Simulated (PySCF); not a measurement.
Isomers of C5H9NOSi. Theory: PySCF 2.14.0, density-fitted response routines, TDDFT B3LYP/def2-SVPD, vertical, gas phase, core orbitals frozen in the response. Geometries: GFN2-xTB; one conformer of each isolated species. Triplets are in the Tamm–Dancoff approximation.

A. `C#C[C@@H](C)NC(=O)[SiH3]`
B. `C=N[Si@H]1C[C@H](C=O)C1`
C. `C(/C(=C\[SiH2]C)OC)#N`

Lowest singlet levels (six at most, fewer where fewer were computed) with oscillator strengths:

1. 3.92 eV (f 0.000); 4.30 eV (f 0.000); 5.14 eV (f 0.003); 5.40 eV (f 0.001); 5.61 eV (f 0.133); 5.74 eV (f 0.003); T1 3.37 eV
2. 5.46 eV (f 0.261); 6.05 eV (f 0.001); 6.31 eV (f 0.001); 6.53 eV (f 0.014); 6.66 eV (f 0.004); 6.72 eV (f 0.000); T1 3.50 eV
3. 4.79 eV (f 0.002); 5.92 eV (f 0.004); 6.28 eV (f 0.076); 6.38 eV (f 0.042); 6.46 eV (f 0.006); 6.50 eV (f 0.173); T1 4.23 eV

**Question.** Which spectrum belongs to which structure?

**Answer.** 1 = B, 2 = C, 3 = A.
- A: S1 at 4.79 eV, HOMO→LUMO (95%); Löwdin shares by element: HOMO oxygen 57%, carbon 14% or more, silicon 10%, nitrogen 6%; LUMO carbon 30% or more, oxygen 20%, silicon 17%, nitrogen 14% (atoms not listed hold the other 20%); HOMO -6.87 and LUMO -0.60 eV.
- B: S1 at 3.92 eV, HOMO→LUMO (93%); Löwdin shares by element: HOMO nitrogen 56%, carbon 16% or more, silicon 9%, hydrogen 6% or more; LUMO carbon 36% or more, nitrogen 27%, silicon 7%, hydrogen 5% or more (atoms not listed hold the other 25%); HOMO -6.97 and LUMO -1.48 eV.
- C: S1 at 5.46 eV, HOMO→LUMO (95%); Löwdin shares by element: HOMO carbon 50% or more, oxygen 22%, nitrogen 6% (atoms not listed hold the other 22%); LUMO carbon 60% or more, nitrogen 17% (atoms not listed hold the other 23%); HOMO -7.31 and LUMO -1.66 eV.
